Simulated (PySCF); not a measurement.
PySCF job for H₂O₃P, SMILES O=[P](O)O, multiplicity 2, TDA-M06-2X/def2-SVPD. Geometry optimised at PBE-D3(BJ)/def2-SVP. The isomer is the one that the SMILES or the coordinates give; other isomers of the formula were not compared. The values are those of a single conformer.

```python
import numpy as np
from pyscf import gto, scf, dft, tdscf

mol = gto.M(
    atom='''
    O     1.49700719   -0.06119756    0.51602576
    P     0.22198856   -0.00715068   -0.28850830
    O    -0.94779026   -1.15207828    0.05570232
    O    -0.69332507    1.33743980   -0.00870644
    H    -0.54893279   -2.04607761    0.06513387
    H    -1.62803049    1.16002618   -0.24168261
    ''',
    basis='def2-SVPD',
    charge=0,
    spin=1,
    max_memory=1600,
    verbose=4,
)
mf = dft.UKS(mol, xc='m06-2x').density_fit(auxbasis='def2-universal-jkfit')
mf.grids.level = 4
mf.conv_tol = 1e-9
mf.max_cycle = 100
mf.kernel()
fine, coarse = mf.grids, dft.Grids(mol).set(level=1).build(with_non0tab=True)
for _ in range(3):  # follow internal instabilities
    mf.grids = coarse
    mo, _, stable, _ = mf.stability(return_status=True, nroots=4)
    mf.grids = fine
    if stable:
        break
    mf.kernel(mf.make_rdm1(mo, mf.mo_occ))
mf.grids = dft.Grids(mol).set(level=2).build(with_non0tab=True)  # coarser grid for the response kernel
td = tdscf.TDA(mf)
td.nstates = 10
td.conv_tol = 1e-4
td.positive_eig_threshold = 1e-6
td.kernel(x0=td.get_init_guess(mf, 15))
td.analyze()
```

Log of the run:

```
PySCF version 2.14.0

[INPUT] verbose = 4
[INPUT] num. atoms = 6
[INPUT] num. electrons = 41
[INPUT] charge = 0
[INPUT] spin (= nelec alpha-beta = 2S) = 1
[INPUT] symmetry False subgroup None
[INPUT] Mole.unit = angstrom
[INPUT] Symbol           X                Y                Z      unit          X                Y                Z       unit  Magmom
[INPUT]  1 O      1.497007190000  -0.061197560000   0.516025760000 AA    2.828933595605  -0.115646627892   0.975147359621 Bohr   0.0
[INPUT]  2 P      0.221988560000  -0.007150680000  -0.288508300000 AA    0.419497581187  -0.013512826804  -0.545201671664 Bohr   0.0
[INPUT]  3 O     -0.947790260000  -1.152078280000   0.055702320000 AA   -1.791064014930  -2.177112423260   0.105262129303 Bohr   0.0
[INPUT]  4 O     -0.693325070000   1.337439800000  -0.008706440000 AA   -1.310194497595   2.527394930093  -0.016452787120 Bohr   0.0
[INPUT]  5 H     -0.548932790000  -2.046077610000   0.065133870000 AA   -1.037332633893  -3.866526312505   0.123085175733 Bohr   0.0
[INPUT]  6 H     -1.628030490000   1.160026180000  -0.241682610000 AA   -3.076531748541   2.192131777525  -0.456713941970 Bohr   0.0

nuclear repulsion = 179.018465039123
number of shells = 45
number of NR pGTOs = 161
number of NR cGTOs = 109
basis = def2-SVPD
ecp = {}


[settings echo left out]
init E= -568.318052233429
  alpha nocc = 21  HOMO = -0.229736044864756  LUMO = -0.00175233935813424
  beta  nocc = 20  HOMO = -0.453452860785074  LUMO = -0.229736044864756

WARN: HOMO -0.229736044864756 >= LUMO -0.229736044864756

cycle= 1 E= -567.686491561055  delta_E= 0.632  |g|= 0.678  |ddm|= 2.05
  alpha nocc = 21  HOMO = -0.23268148587403  LUMO = 0.00309120678201014
  beta  nocc = 20  HOMO = -0.258010852730615  LUMO = -0.116117023254014
  HOMO = -0.232681485874  LUMO = -0.116117023254  gap/eV = 3.17188
cycle= 2 E= -567.412527681825  delta_E= 0.274  |g|= 1.08  |ddm|= 1.47
  alpha nocc = 21  HOMO = -0.315971767251244  LUMO = 0.0135213590877727
  beta  nocc = 20  HOMO = -0.412138289686271  LUMO = -0.123376958948913
  HOMO = -0.315971767251  LUMO = -0.123376958949  gap/eV = 5.24077
cycle= 3 E= -567.869805507389  delta_E= -0.457  |g|= 0.166  |ddm|= 0.911
  alpha nocc = 21  HOMO = -0.316065662445711  LUMO = 0.0133970320807655
  beta  nocc = 20  HOMO = -0.392789649792713  LUMO = -0.115847768217892
  HOMO = -0.316065662446  LUMO = -0.115847768218  gap/eV = 5.44821
cycle= 4 E= -567.879842771047  delta_E= -0.01  |g|= 0.053  |ddm|= 0.163
  alpha nocc = 21  HOMO = -0.318402321949098  LUMO = 0.0170415542527973
  beta  nocc = 20  HOMO = -0.396082234645639  LUMO = -0.109563951197253
  HOMO = -0.318402321949  LUMO = -0.109563951197  gap/eV = 5.68278
cycle= 5 E= -567.881022200201  delta_E= -0.00118  |g|= 0.0068  |ddm|= 0.082
  alpha nocc = 21  HOMO = -0.319479895234297  LUMO = 0.01711226662156
  beta  nocc = 20  HOMO = -0.396541849267297  LUMO = -0.108134980056613
  HOMO = -0.319479895234  LUMO = -0.108134980057  gap/eV = 5.75099
cycle= 6 E= -567.881086263092  delta_E= -6.41e-05  |g|= 0.00316  |ddm|= 0.0251
  alpha nocc = 21  HOMO = -0.319551265938562  LUMO = 0.0174497331403369
  beta  nocc = 20  HOMO = -0.395903227244782  LUMO = -0.107394105326139
  HOMO = -0.319551265939  LUMO = -0.107394105326  gap/eV = 5.77309
cycle= 7 E= -567.881105648405  delta_E= -1.94e-05  |g|= 0.00171  |ddm|= 0.0111
  alpha nocc = 21  HOMO = -0.319749504249534  LUMO = 0.0174589495469233
  beta  nocc = 20  HOMO = -0.395844725610905  LUMO = -0.107405298783268
  HOMO = -0.31974950425  LUMO = -0.107405298783  gap/eV = 5.77818
cycle= 8 E= -567.881109993944  delta_E= -4.35e-06  |g|= 0.00107  |ddm|= 0.00376
  alpha nocc = 21  HOMO = -0.319814011510015  LUMO = 0.0174716624086315
  beta  nocc = 20  HOMO = -0.395752083076505  LUMO = -0.107438529703288
  HOMO = -0.31981401151  LUMO = -0.107438529703  gap/eV = 5.77903
cycle= 9 E= -567.881112116923  delta_E= -2.12e-06  |g|= 0.000492  |ddm|= 0.00329
  alpha nocc = 21  HOMO = -0.319707402284718  LUMO = 0.0174699875782616
  beta  nocc = 20  HOMO = -0.395634240832453  LUMO = -0.107430335090119
  HOMO = -0.319707402285  LUMO = -0.10743033509  gap/eV = 5.77635
cycle= 10 E= -567.881112748188  delta_E= -6.31e-07  |g|= 0.000214  |ddm|= 0.00261
  alpha nocc = 21  HOMO = -0.31970700752403  LUMO = 0.0174675578396761
  beta  nocc = 20  HOMO = -0.395648996501735  LUMO = -0.107495153635479
  HOMO = -0.319707007524  LUMO = -0.107495153635  gap/eV = 5.77458
cycle= 11 E= -567.88111286223  delta_E= -1.14e-07  |g|= 8.02e-05  |ddm|= 0.00132
  alpha nocc = 21  HOMO = -0.319688280066786  LUMO = 0.0174646444095661
  beta  nocc = 20  HOMO = -0.395626169573082  LUMO = -0.107495447318064
  HOMO = -0.319688280067  LUMO = -0.107495447318  gap/eV = 5.77406
cycle= 12 E= -567.88111287044  delta_E= -8.21e-09  |g|= 4.59e-05  |ddm|= 0.000235
  alpha nocc = 21  HOMO = -0.319683493080481  LUMO = 0.0174629943204283
  beta  nocc = 20  HOMO = -0.395621365637878  LUMO = -0.107501393101779
  HOMO = -0.31968349308  LUMO = -0.107501393102  gap/eV = 5.77377
cycle= 13 E= -567.881112874327  delta_E= -3.89e-09  |g|= 1.08e-05  |ddm|= 0.000241
  alpha nocc = 21  HOMO = -0.319683428703467  LUMO = 0.0174631215988894
  beta  nocc = 20  HOMO = -0.395620070397479  LUMO = -0.107502175350634
  HOMO = -0.319683428703  LUMO = -0.107502175351  gap/eV = 5.77375
cycle= 14 E= -567.881112874576  delta_E= -2.49e-10  |g|= 3.59e-06  |ddm|= 5.53e-05
  alpha nocc = 21  HOMO = -0.319683197978386  LUMO = 0.017463143238591
  beta  nocc = 20  HOMO = -0.395619684197274  LUMO = -0.107502193092239
  HOMO = -0.319683197978  LUMO = -0.107502193092  gap/eV = 5.77374
Extra cycle  E= -567.881112874592  delta_E= -1.61e-11  |g|= 2.51e-06  |ddm|= 1.18e-05
converged SCF energy = -567.881112874592  <S^2> = 0.75568388  2S+1 = 2.0056758
tot grids = 26896
uhf_internal: lowest eigs of H = [0.22657079 0.24540341 0.3789612  0.40340897]
<class 'pyscf.df.df_jk.DFUKS'> wavefunction is stable in the internal stability analysis
tot grids = 56296
Overwritten attributes  positive_eig_threshold  of <class 'pyscf.tdscf.uks.TDA'>


******** <class 'pyscf.tdscf.uks.TDA'> for <class 'pyscf.df.df_jk.DFUKS'> ********
nstates = 10
deg_eia_thresh = 1.000e-03
wfnsym = None
conv_tol = 0.0001
eigh lindep = 1e-12
eigh level_shift = 0
eigh max_cycle = 100


Excitation energies (eV)
[3.33728114 3.61831368 5.36285908 5.8676547  6.09793231 6.38845881
 6.58187708 7.04349796 7.29624998 7.72117229]

** Excitation energies and oscillator strengths **
Excited State   1:      3.33728 eV    371.51 nm  f=0.0034
      19b ->   21b     -0.89998
      19b ->   22b      0.10586
      20b ->   21b      0.36636
Excited State   2:      3.61831 eV    342.66 nm  f=0.0176
      17b ->   21b      0.11892
      19b ->   21b     -0.35874
      20b ->   21b     -0.88317
Excited State   3:      5.36286 eV    231.19 nm  f=0.0056
      21a ->   23a      0.10243
      18b ->   21b      0.95642
Excited State   4:      5.86765 eV    211.30 nm  f=0.0250
      17b ->   21b     -0.93716
Excited State   5:      6.09793 eV    203.32 nm  f=0.0436
      21a ->   22a     -0.52457
      21a ->   23a     -0.63530
      21a ->   24a      0.11551
      21a ->   25a      0.41515
      21a ->   27a     -0.14131
      16b ->   21b     -0.22606
Excited State   6:      6.38846 eV    194.08 nm  f=0.0224
      21a ->   22a     -0.62895
      21a ->   23a      0.52404
      21a ->   25a     -0.20158
      21a ->   26a      0.10723
      21a ->   30a      0.10228
      21a ->   33a      0.10670
      15b ->   21b      0.28475
      16b ->   21b     -0.32504
Excited State   7:      6.58188 eV    188.37 nm  f=0.0311
      21a ->   22a     -0.45433
      15b ->   21b     -0.12804
      16b ->   21b      0.83179
Excited State   8:      7.04350 eV    176.03 nm  f=0.0449
      21a ->   22a     -0.17441
      21a ->   24a      0.24828
      21a ->   25a     -0.12297
      21a ->   27a     -0.13032
      21a ->   29a     -0.10367
      15b ->   21b     -0.82632
      16b ->   21b     -0.26773
Excited State   9:      7.29625 eV    169.93 nm  f=0.0490
      20a ->   23a     -0.10101
      21a ->   24a      0.72253
      21a ->   25a     -0.25481
      21a ->   27a     -0.33312
      21a ->   28a     -0.14249
      21a ->   29a     -0.27065
      21a ->   34a     -0.14122
      15b ->   21b      0.29749
Excited State  10:      7.72117 eV    160.58 nm  f=0.0012
      18a ->   22a      0.10357
      19a ->   23a     -0.10802
      21a ->   23a     -0.49156
      21a ->   24a     -0.24168
      21a ->   25a     -0.75949
      21a ->   31a     -0.11309
      21a ->   36a     -0.10615

** Transition electric dipole moments (AU) **
state          X           Y           Z        Dip. S.      Osc.
  1         0.0079     -0.1903      0.0727      0.0415      0.0034
  2        -0.2791     -0.0530     -0.3437      0.1988      0.0176
  3        -0.0738      0.1867     -0.0465      0.0425      0.0056
  4        -0.3030     -0.0483     -0.2824      0.1739      0.0250
  5        -0.0193      0.5399     -0.0046      0.2919      0.0436
  6         0.1772     -0.2909      0.1646      0.1431      0.0224
  7         0.2836      0.2617     -0.2103      0.1931      0.0311
  8         0.3547     -0.2474     -0.2707      0.2603      0.0449
  9         0.4134      0.1151      0.3002      0.2743      0.0490
 10        -0.0592     -0.0556     -0.0024      0.0066      0.0012

** Transition velocity dipole moments (imaginary part, AU) **
state          X           Y           Z        Dip. S.      Osc.
  1        -0.0060     -0.0141     -0.0062      0.0003      0.0015
  2         0.0303     -0.0088      0.0226      0.0015      0.0075
  3        -0.0180     -0.0030     -0.0016      0.0003      0.0011
  4        -0.0349      0.0028     -0.0109      0.0013      0.0042
  5        -0.0050      0.0617      0.0047      0.0039      0.0115
  6         0.0320     -0.0416      0.0160      0.0030      0.0085
  7         0.0400      0.0486     -0.0387      0.0055      0.0150
  8         0.0504     -0.0385     -0.0324      0.0051      0.0131
  9         0.0752      0.0228      0.0414      0.0079      0.0196
 10        -0.0061     -0.0016     -0.0068      0.0001      0.0002

** Transition magnetic dipole moments (imaginary part, AU) **
state          X           Y           Z
  1         0.2480     -0.0468      0.1840
  2         0.0729     -0.0134      0.0209
  3        -0.0959     -0.1173     -0.0308
  4        -0.0177     -0.5848      0.0185
  5        -0.8187     -0.0501     -0.1533
  6         0.4678      0.1522      0.0104
  7        -0.3622      0.3668     -0.0644
  8         0.3421      0.5092      0.0757
  9        -0.1793      0.9609     -0.0225
 10         0.3576     -0.0037     -0.0174
```

The run converged.
